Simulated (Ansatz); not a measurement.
Reaction (atomization): `N#[C][GaH][OH]` → C• + Ga• + 2 H• + N• + O•

Computed with Ansatz on PBE0-D4/def2-TZVP structures; ΔE is electronic, products minus reactants. CBS: MP2 limit from def2 TZ/QZ plus the TZ coupled-cluster correction, frozen cores. This one scheme is used for every species, atoms too. Functionals use def2-TZVPP. HSE06 is defined as in plane-wave codes. No spin–orbit coupling; open shells (•) take unrestricted orbitals. Spin–orbit coupling would lower the free atoms: a little for C, O; clearly for Ga. For Ga outer-core shells are correlated without core-valence functions, so the limit isn't a true one: a few kJ/mol of doubt a bond, and 10 to 20 or more in all where bonds break to atoms. Scalar relativity is left out up to krypton. One conformer a species, not always the lowest.

`N#[C][GaH][OH]`:

Cartesian coordinates in Å:
```
N 0.189 2.651 0.865
C 0.016 1.555 0.554
Ga -0.358 -0.282 0.076
O 0.976 -0.996 -0.844
H -1.663 -1.019 0.456
H 0.840 -1.909 -1.106
```

CCSD(T)/CBS gives +2280.3 kJ/mol.

**Question.** Another level gave +1468.8 kJ/mol. Which?
A. LC-ωPBE/def2-TZVPP
B. HSE06/def2-TZVPP
C. HF/def2-TZVPP
D. r2SCAN/def2-TZVPP

**Answer.** C. HF/def2-TZVPP 1468.8, r2SCAN 2261.1, LC-ωPBE 2270.6, HSE06 2244.5 kJ/mol.

Largest T1 diagnostic among the species: 0.015.

From PBE to PBE0 (25 % exact exchange), in def2-TZVPP and without D4, ΔE moves by −89.4 kJ/mol: exact exchange takes away binding that semilocal exchange gives to molecules. In def2-TZVPP, CCSD(T) changes the Hartree–Fock value by +749.5 kJ/mol (the triples alone add +57.6 kJ/mol) and MP2 by +842.4 kJ/mol; breaking electron pairs costs correlation energy, which Hartree–Fock lacks.

For atomizations the MP2-based limit and the directly extrapolated one differ by several kJ/mol either way, and by 10 to 25 for some Ge, Se and Sn compounds, so smaller differences from it don't rank the levels.
